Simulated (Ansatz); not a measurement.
An input meant for (H2Al-mu-OH)3 (Al3O3H9) (charge 0, singlet; atoms displaced at random, 0.08 Å in each coordinate).

```yaml
crystal:
  periodic: [false, false, false]
  atoms:
    - {symbol: Al, position_ang: [1.528897, 1.151129, -0.075204]}
    - {symbol: H, position_ang: [3.136370, 1.045329, -0.172901]}
    - {symbol: H, position_ang: [0.519118, 2.353207, 0.235990]}
    - {symbol: O, position_ang: [0.888133, 0.385754, -1.681467]}
    - {symbol: Al, position_ang: [-1.019328, -0.354404, -1.752883]}
    - {symbol: H, position_ang: [-1.166019, -1.838143, -1.935732]}
    - {symbol: H, position_ang: [-1.777874, 0.697871, -2.575347]}
    - {symbol: O, position_ang: [-1.340501, -0.031189, 0.097245]}
    - {symbol: Al, position_ang: [-0.827337, -0.500921, 1.659557]}
    - {symbol: H, position_ang: [-0.704364, -2.059156, 1.788586]}
    - {symbol: H, position_ang: [-1.351106, 0.159054, 2.745003]}
    - {symbol: O, position_ang: [1.059709, 0.053260, 1.479145]}
    - {symbol: H, position_ang: [1.188486, -0.249186, -2.298398]}
    - {symbol: H, position_ang: [-1.912742, 0.863223, 0.280672]}
    - {symbol: H, position_ang: [1.843844, -0.665409, 1.829329]}
basis:
  gaussian: {orbitals: aug-cc-pVDZ, final_grid: {core_spheres: 20, valence_spheres: 16, degree: 47}}
hamiltonian: {xc: {name: PBE0}, dispersion: d4}
scf: {lower_state_search: light}
relax: {f_tol: 0.0001, max_steps: 3}
output: {forces: true}
```

```sh
$ ansatz run in.yaml --threads 4 --pin off --events-out ev --progress --plain --max-ram 4787MiB
```

Output, abridged:

```
Functional definition: PBE0
2349 factors; integrals over basis functions are off by at most 3.4e-4 eV
mean field evaluation 1: about -26054.3244 eV, gradient 8.6e1 eV
mean field evaluation 2: about -26025.7722 eV, gradient 1.5e2 eV
mean field evaluation 4: about -26067.5409 eV, gradient 7.4e0 eV
mean field evaluation 8: about -26067.6469 eV, gradient 7.0e-2 eV
mean field -26067.64691540 eV, -957.9683548554 hartree, gradient 3.2e-5 eV, S^2 0.000000; 0 other end points of the search recorded, 0 dependent functions left out
reference -26067.64699687 eV, -957.9683578493 hartree; 36, 36 occupied and 195, 195 virtual orbitals, 2349 factors
relax step   1: F+E_penalty+E_count = -26067.98172519 eV  Δ(F+E_penalty+E_count) = +0.000e0 eV  max|allowed force component| = 4.433e0 eV/Å  Δτ_max = 0.0000 Å  (26 SCF iters, accepted)
2349 factors; integrals over basis functions are off by at most 3.4e-4 eV
mean field evaluation 16: about -26068.6355 eV, gradient 1.7e1 eV
mean field -26069.36956340 eV, -958.0316610018 hartree, gradient 1.3e-5 eV, S^2 0.000000; 0 other end points of the search recorded, 0 dependent functions left out
reference -26069.36964452 eV, -958.0316639828 hartree; 36, 36 occupied and 195, 195 virtual orbitals, 2349 factors
relax step   2: F+E_penalty+E_count = -26069.70570077 eV  Δ(F+E_penalty+E_count) = -1.724e0 eV  max|allowed force component| = 2.621e0 eV/Å  Δτ_max = 0.1907 Å  (29 SCF iters, accepted)
2349 factors; integrals over basis functions are off by at most 3.3e-4 eV
mean field -26069.80215335 eV, -958.0475583889 hartree, gradient 1.1e-5 eV, S^2 0.000000; 0 other end points of the search recorded, 0 dependent functions left out
reference -26069.80223463 eV, -958.0475613759 hartree; 36, 36 occupied and 195, 195 virtual orbitals, 2349 factors
relax step   3: F+E_penalty+E_count = -26070.14209901 eV  Δ(F+E_penalty+E_count) = -4.364e-1 eV  max|allowed force component| = 5.275e-1 eV/Å  Δτ_max = 0.2000 Å  (29 SCF iters, accepted)
Error: geometry relaxation did not converge after 3 steps: max|allowed force component| = 5.28e-1 eV/Å (threshold 1.0e-4). Raise `relax.max_steps` over both its present limit and 3, loosen `relax.f_tol`, or start from a geometry closer to equilibrium. Where this run's directory can be resumed (`checkpoint.write`), a resume goes on for up to `relax.max_steps` more
```

Task: What is wrong with this run?

Result: The relaxation is allowed too few steps for its threshold. The SCF steps converged, but the relaxation ran out of steps.
